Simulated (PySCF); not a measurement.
MoH₄, SMILES [MoH4] (connectivity only; charge and spin as stated), neutral, multiplicity 3. The structure is a stationary point at B3LYP-D3(BJ)/def2-TZVPD. The multiplicity is an assumed one; other spin states were not compared. The def2 effective core potentials stand for the cores of Mo; spin–orbit coupling is left out.

Computed with B3LYP-D3(BJ)/def2-TZVPD in PySCF.

Harmonic wavenumbers (cm⁻¹): 553, 553, 553, 716, 716, 1901, 1901, 1901, 1944. Rotational constants (GHz): 65.58, 65.58, 65.58; symmetry number 12.

Question: Work out the zero-point energy and the ideal-gas rigid-rotor harmonic-oscillator thermochemistry at 298.15 K and 1 atm.

Answer: ZPE = ½ Σ hcν = ½ × 10740 cm⁻¹ = 15.35 kcal/mol. H − E(el) = 18.21 kcal/mol. Entropy in cal/(mol K): translation 39.72, rotation 12.75, vibration 2.19, spin 2.18, total 56.84. G − E(el) = 1.26 kcal/mol. Cp = 13.01 cal/(mol K).
